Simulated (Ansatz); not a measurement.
Isolated molecules relaxed with PBE0-D4/def2-TZVP in Ansatz; ΔE leaves out vibrations. CCSD(T)/CBS adds triple-zeta CCSD(T) − MP2 to the extrapolated MP2 energy (def2 sets, frozen cores). This one scheme is used for every species. DFT in def2-TZVPP. For Se outer-core shells are correlated without core-valence functions, which leaves a few kJ/mol of doubt a bond. Scalar relativity is left out up to krypton. One conformer a species, not always the lowest.

`N[SiH2][SeH]` → H₂Se + `N[SiH]`  (silylene formation by 1,1-elimination)

`N[SiH2][SeH]`:

```xyz
8

N     1.171    0.147   -0.670
Si   -0.305    0.570    0.084
Se   -1.165   -0.871    1.646
H     1.995   -0.020   -0.113
H     1.157   -0.456   -1.477
H    -1.289    0.748   -1.010
H    -0.122    1.805    0.884
H    -1.442   -1.921    0.657
```

H₂Se:

Cartesian coordinates in Å:
```
Se -0.587 -0.306 -0.173
H 0.707 -0.778 0.330
H -0.120 1.084 -0.157
```

`N[SiH]`:

Cartesian coordinates in Å:
```
N -0.413 -0.108 0.368
Si 0.922 0.860 -0.074
H -0.775 -0.896 -0.146
H -0.938 0.068 1.211
H 1.205 0.075 -1.359
```

```json
{"species": "`N[SiH2][SeH]`", "BHLYP-D4 energy (Eh)": "-2748.85768"}
{"species": "H₂Se", "BHLYP-D4 energy (Eh)": "-2402.73586"}
{"species": "`N[SiH]`", "BHLYP-D4 energy (Eh)": "-346.03323"}
```

Work out ΔE.

ΔE = (-2402.73586) + (-346.03323) − (-2748.85768) = 0.08859 Eh = +2.41 eV. CCSD(T)/CBS gives +2.36 eV.

Largest T1 diagnostic among the species: 0.015.

The D4 term adds +0.13 eV with B3LYP and +0.07 eV with PBE0; it sums over pairs of atoms, weighted by their polarisabilities, and B3LYP, whose exchange is more repulsive, gets the larger term. At CCSD(T), def2-SVP lies −0.34 eV from the extrapolated value and def2-TZVPP −0.11 eV.

B3LYP here is the variant with VWN-RPA as its local correlation; programs differ in this.
